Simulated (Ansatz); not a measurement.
A CCSD(T) single point on CH₅AsOSi (`C1O[AsH][SiH2]1`).

```yaml
crystal:
  periodic: [false, false, false]
  atoms:
    - {symbol: C, position_ang: [-0.471131, 0.589977, -0.695279]}
    - {symbol: O, position_ang: [0.074562, -0.458458, -1.508782]}
    - {symbol: As, position_ang: [1.136586, -1.473694, -0.415504]}
    - {symbol: Si, position_ang: [-0.293448, -0.225669, 1.016622]}
    - {symbol: H, position_ang: [0.145142, 1.496381, -0.771907]}
    - {symbol: H, position_ang: [-1.478679, 0.834895, -1.043117]}
    - {symbol: H, position_ang: [2.245793, -0.422029, -0.212290]}
    - {symbol: H, position_ang: [-1.495765, -0.977591, 1.465482]}
    - {symbol: H, position_ang: [0.225341, 0.589990, 2.147674]}
basis:
  gaussian: {orbitals: def2-TZVPP}
correlation: {method: ccsd_t}
```

```sh
$ ansatz run in.yaml --threads 4 --pin off --events-out ev --progress --plain --max-ram 10444MiB
```

Output of Ansatz, abridged:

```
Functional definition: HF
1336 factors; integrals over basis functions are off by at most 1.2e-3 eV
mean field evaluation 1: about -71802.0676 eV, gradient 3.4e1 eV
mean field evaluation 2: about -71802.3917 eV, gradient 3.4e1 eV
mean field evaluation 4: about -71805.3030 eV, gradient 4.5e0 eV
mean field evaluation 8: about -71805.3775 eV, gradient 2.7e-1 eV
mean field -71805.37800442 eV, -2638.7989702291 hartree, gradient 7.8e-6 eV, S^2 0.000000; 0 other end points of the search recorded, 0 dependent functions left out
16 core orbitals not correlated: weight in the atoms' cores, before any rotation towards them, 1.000 or more for the frozen orbitals, at most 0.000 for the correlated occupied ones
reference -71805.37800442 eV, -2638.7989702291 hartree; 17, 17 occupied and 189, 189 virtual orbitals, 1336 factors
second order -21.60800161 eV of doubles, -0.00000000 eV of singles
cycle   1  -21.67473308 eV  change   -6.7e-2 eV  update   1.2e-1
cycle   2  -22.31690121 eV  change   -6.4e-1 eV  update   3.8e-2
cycle   3  -22.46408422 eV  change   -1.5e-1 eV  update   2.0e-2
cycle   4  -22.44898287 eV  change    1.5e-2 eV  update   5.5e-3
cycle   5  -22.44738372 eV  change    1.6e-3 eV  update   2.7e-3
cycle   6  -22.44848139 eV  change   -1.1e-3 eV  update   9.4e-4
cycle   7  -22.44800313 eV  change    4.8e-4 eV  update   4.3e-4
cycle   8  -22.44795492 eV  change    4.8e-5 eV  update   1.5e-4
cycle   9  -22.44806613 eV  change   -1.1e-4 eV  update   5.8e-5
cycle  10  -22.44806141 eV  change    4.7e-6 eV  update   2.6e-5
perturbative correction -0.93864473 eV, -0.0344945575 hartree
Total energy: -71828.76471056 eV, -2639.6584158277 hartree
```

It took 110 s on 4 threads of an Arm Neoverse V1 on a shared host, with 3.5 GiB of host memory at the peak.

Correlation energy per correlated electron: -0.688 eV. T1 diagnostic: 0.0133.
